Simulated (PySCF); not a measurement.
PySCF job for SnCl₃, SMILES [Cl][Sn+]([Cl])[Cl], charge +1, TDA-PBE/def2-SVPD. Geometry: PBE0-D3(BJ)/def2-SVP. The multiplicity is an assumed one; other spin states were not compared. The isomer is the one that the SMILES or the coordinates give; other isomers of the formula were not compared. The def2 effective core potentials stand for the cores of Sn; spin–orbit coupling is left out.

```python
import numpy as np
from pyscf import gto, scf, dft, tdscf

mol = gto.M(
    atom='''
    Sn    0.00000000    0.00000000    0.00000000
    Cl    2.26095364    0.00000000    0.00000000
    Cl   -1.13047682   -1.95804329    0.00000000
    Cl   -1.13047682    1.95804329    0.00000000
    ''',
    basis='def2-SVPD',
    ecp={'Sn': 'def2-svp'},
    charge=1,
    spin=0,
    symmetry=True,
    max_memory=1600,
    verbose=4,
)
mf = dft.RKS(mol, xc='pbe').density_fit(auxbasis='def2-universal-jkfit')
mf.grids.level = 3
mf.conv_tol = 1e-9
mf.max_cycle = 100
mf.kernel()
mf.grids = dft.Grids(mol).set(level=1).build(with_non0tab=True)  # coarser grid for the response kernel
td = tdscf.TDA(mf)
td.singlet = True
td.nstates = 10
td.conv_tol = 1e-4
td.positive_eig_threshold = 1e-6
td.kernel(x0=td.get_init_guess(mf, 15))
td.analyze()
tt = tdscf.TDA(mf)
tt.singlet = False
tt.nstates = 4
tt.conv_tol = 1e-4
tt.positive_eig_threshold = 1e-6
tt.kernel(x0=tt.get_init_guess(mf, 9))
tt.analyze(verbose=3)
```

It prints:

```
PySCF version 2.14.0

[INPUT] verbose = 4
[INPUT] num. atoms = 4
[INPUT] num. electrons = 72
[INPUT] charge = 1
[INPUT] spin (= nelec alpha-beta = 2S) = 0
[INPUT] symmetry True subgroup None
[INPUT] Mole.unit = angstrom
[INPUT] Symbol           X                Y                Z      unit          X                Y                Z       unit  Magmom
[INPUT]  1 Sn     0.000000000000   0.000000000000   0.000000000000 AA    0.000000000000   0.000000000000   0.000000000000 Bohr   0.0
[INPUT]  2 Cl     2.260953640000   0.000000000000   0.000000000000 AA    4.272583159938   0.000000000000   0.000000000000 Bohr   0.0
[INPUT]  3 Cl    -1.130476820000  -1.958043290000   0.000000000000 AA   -2.136291579969  -3.700165558142   0.000000000000 Bohr   0.0
[INPUT]  4 Cl    -1.130476820000   1.958043290000   0.000000000000 AA   -2.136291579969   3.700165558142   0.000000000000 Bohr   0.0

nuclear repulsion = 379.761521834082
point group symmetry = D3h, use subgroup C2v
symmetry origin: [0. 0. 0.]
symmetry axis x: [0. 1. 0.]
symmetry axis y: [0. 0. 1.]
symmetry axis z: [1. 0. 0.]
num. orbitals of irrep A1 = 47
num. orbitals of irrep A2 = 13
num. orbitals of irrep B1 = 32
num. orbitals of irrep B2 = 21
number of shells = 45
number of NR pGTOs = 202
number of NR cGTOs = 113
basis = def2-SVPD
ecp = {'Sn': 'def2-svp'}


[settings echo left out]
init E= -1571.45748419196
HOMO (B1) = -0.679243387167661  LUMO (A1) = -0.642031439251326  gap/eV = 1.01259
cycle= 1 E= -1590.78587766749  delta_E= -19.3  |g|= 3.44  |ddm|= 10.4
HOMO (B1) = -0.0667548830772944  LUMO (B2) = -0.0553419604521687  gap/eV = 0.31056
cycle= 2 E= -1536.70558608991  delta_E= 54.1  |g|= 8.54  |ddm|= 21.2
HOMO (B1) = -0.710000298044703  LUMO (A1) = -0.653605104587697  gap/eV = 1.53459
cycle= 3 E= -1593.11196896559  delta_E= -56.4  |g|= 1.57  |ddm|=   20
HOMO (B1) = -0.468975897105876  LUMO (A1) = -0.398269669097154  gap/eV = 1.92401
cycle= 4 E= -1593.20089262498  delta_E= -0.0889  |g|= 1.28  |ddm|= 3.41
HOMO (B1) = -0.529841108666456  LUMO (A1) = -0.424981069227208  gap/eV = 2.85339
cycle= 5 E= -1593.69885950686  delta_E= -0.498  |g|= 0.199  |ddm|= 1.63
HOMO (B1) = -0.508311800481022  LUMO (A1) = -0.395818614562458  gap/eV = 3.06110
cycle= 6 E= -1593.70652711876  delta_E= -0.00767  |g|= 0.0398  |ddm|= 0.354
HOMO (B1) = -0.506314831332604  LUMO (A1) = -0.392957824740314  gap/eV = 3.08460
cycle= 7 E= -1593.70703174815  delta_E= -0.000505  |g|= 0.0124  |ddm|= 0.0531
HOMO (B1) = -0.506184575933033  LUMO (A1) = -0.392206740919022  gap/eV = 3.10149
cycle= 8 E= -1593.70706121316  delta_E= -2.95e-05  |g|= 0.00284  |ddm|= 0.025
HOMO (B1) = -0.506154968211498  LUMO (A1) = -0.392227433742519  gap/eV = 3.10013
cycle= 9 E= -1593.70706249976  delta_E= -1.29e-06  |g|= 0.00197  |ddm|= 0.00577
HOMO (B1) = -0.506145834901386  LUMO (A1) = -0.392248523778377  gap/eV = 3.09930
cycle= 10 E= -1593.70706387215  delta_E= -1.37e-06  |g|= 0.000216  |ddm|= 0.00304
HOMO (B1) = -0.506154969458816  LUMO (A1) = -0.392272060236763  gap/eV = 3.09891
cycle= 11 E= -1593.70706388678  delta_E= -1.46e-08  |g|= 6.45e-06  |ddm|= 0.000431
HOMO (B1) = -0.506155009083441  LUMO (A1) = -0.392271635763308  gap/eV = 3.09892
cycle= 12 E= -1593.7070638868  delta_E= -2.23e-11  |g|= 6.52e-07  |ddm|= 1.05e-05
HOMO (B1) = -0.506155065012933  LUMO (A1) = -0.392271634584105  gap/eV = 3.09893
Extra cycle  E= -1593.7070638868  delta_E= 6.82e-13  |g|= 1.17e-06  |ddm|= 2.55e-06
converged SCF energy = -1593.7070638868
tot grids = 26976
Overwritten attributes  positive_eig_threshold  of <class 'pyscf.tdscf.rks.TDA'>


******** <class 'pyscf.tdscf.rks.TDA'> for <class 'pyscf.df.df_jk.DFSymAdaptedRKS'> ********
nstates = 10 singlet
deg_eia_thresh = 1.000e-03
wfnsym = None
conv_tol = 0.0001
eigh lindep = 1e-12
eigh level_shift = 0
eigh max_cycle = 100


Excitation energies (eV)
[3.29290954 3.53230528 3.53234818 3.67596123 3.67598612 4.30519644
 4.48601538 4.774847   4.77485769 5.0330466 ]

** Singlet excitation energies and oscillator strengths **
Excited State   1:   B1      3.29291 eV    376.52 nm  f=0.0000
      36 -> 37        0.70653
Excited State   2:   B2      3.53231 eV    351.00 nm  f=0.0000
      35 -> 37       -0.70655
Excited State   3:   A2      3.53235 eV    351.00 nm  f=0.0000
      34 -> 37       -0.70655
Excited State   4:   B1      3.67596 eV    337.28 nm  f=0.0155
      33 -> 37        0.69387
Excited State   5:   A1      3.67599 eV    337.28 nm  f=0.0155
      32 -> 37       -0.69387
Excited State   6:   B2      4.30520 eV    287.99 nm  f=0.0158
      31 -> 37       -0.70501
Excited State   7:   A2      4.48602 eV    276.38 nm  f=0.0000
      36 -> 38        0.70700
Excited State   8:   A2      4.77485 eV    259.66 nm  f=0.0000
      33 -> 38       -0.70693
Excited State   9:   B2      4.77486 eV    259.66 nm  f=0.0000
      32 -> 38       -0.70693
Excited State  10:   A1      5.03305 eV    246.34 nm  f=0.0155
      30 -> 37        0.30946
      35 -> 38        0.63143

** Transition electric dipole moments (AU) **
state          X           Y           Z        Dip. S.      Osc.
  1         0.0000      0.0000     -0.0000      0.0000      0.0000
  2        -0.0000     -0.0000     -0.0000      0.0000      0.0000
  3         0.0000     -0.0000      0.0000      0.0000      0.0000
  4        -0.0000      0.4153     -0.0000      0.1725      0.0155
  5        -0.4153      0.0000     -0.0000      0.1725      0.0155
  6        -0.0000      0.0000     -0.3874      0.1500      0.0158
  7        -0.0000      0.0000     -0.0000      0.0000      0.0000
  8        -0.0000      0.0000      0.0000      0.0000      0.0000
  9        -0.0000     -0.0000      0.0000      0.0000      0.0000
 10        -0.3544     -0.0000     -0.0000      0.1256      0.0155

WARN: ECP detected. Skipping calculation of transition velocity and magnetic dipole moments, which have not yet been implemented.



******** <class 'pyscf.tdscf.rks.TDA'> for <class 'pyscf.df.df_jk.DFSymAdaptedRKS'> ********
nstates = 4 triplet
deg_eia_thresh = 1.000e-03
wfnsym = None
conv_tol = 0.0001
eigh lindep = 1e-12
eigh level_shift = 0
eigh max_cycle = 100


Excitation energies (eV)
[2.91993854 3.17569381 3.17573664 3.19087155]

** Triplet excitation energies and oscillator strengths **
Excited State   1:   B1      2.91994 eV    424.61 nm  f=0.0000
Excited State   2:   B2      3.17569 eV    390.42 nm  f=0.0000
Excited State   3:   A2      3.17574 eV    390.41 nm  f=0.0000
Excited State   4:   B1      3.19087 eV    388.56 nm  f=0.0000
```

Self-consistency was reached.
